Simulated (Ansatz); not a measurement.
`FC(F)(F)C(Cl)(Cl)Cl`, charge 0, multiplicity 1.

Give a relaxed structure at PBE0-D4/def2-TZVP (Ansatz 0.2.0). (Estimate.)

Ansatz gave: 
```xyz
8

F    -1.394    1.023    0.426
C    -0.442    0.134    0.671
F    -1.010   -0.991    1.082
F     0.329    0.598    1.645
C     0.403   -0.122   -0.612
Cl    1.647   -1.305   -0.233
Cl    1.132    1.398   -1.112
Cl   -0.664   -0.734   -1.868
```
Point group C3v.
